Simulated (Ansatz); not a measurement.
Consider the substitution at a C–C bond: `CC#[C][GeH3]` + H–F → `FC#[C][GeH3]` + CH₄.

Computed with Ansatz on PBE0-D4/def2-TZVP structures; ΔE is electronic, products minus reactants. CBS: MP2 limit from def2 TZ/QZ plus the TZ coupled-cluster correction, frozen cores. This one scheme is used for every species. DFT in def2-TZVPP. B3LYP here is the variant with VWN-RPA as its local correlation; programs differ in this. For Ge outer-core shells are correlated without core-valence functions, which leaves a few kJ/mol of doubt a bond. Scalar relativity is left out up to krypton.

CCSD(T)/CBS gives +117.4 kJ/mol.

(1) Another level gave +94.4 kJ/mol. Which?
A. B3LYP-D4/def2-TZVPP
B. PBE/def2-TZVPP
C. MP2/def2-TZVPP
D. CCSD/def2-TZVPP

Largest T1 diagnostic among the species: 0.013.

Results:

(1) B. PBE 94.4, B3LYP-D4 100.8, MP2/def2-TZVPP 120.8, CCSD/def2-TZVPP 111.2 kJ/mol.

In def2-TZVPP, CCSD(T) changes the Hartree–Fock value by +8.4 kJ/mol (the triples alone add +0.0 kJ/mol) and MP2 by +18.0 kJ/mol. From PBE to PBE0 (25 % exact exchange), in def2-TZVPP and without D4, ΔE moves by +7.4 kJ/mol.
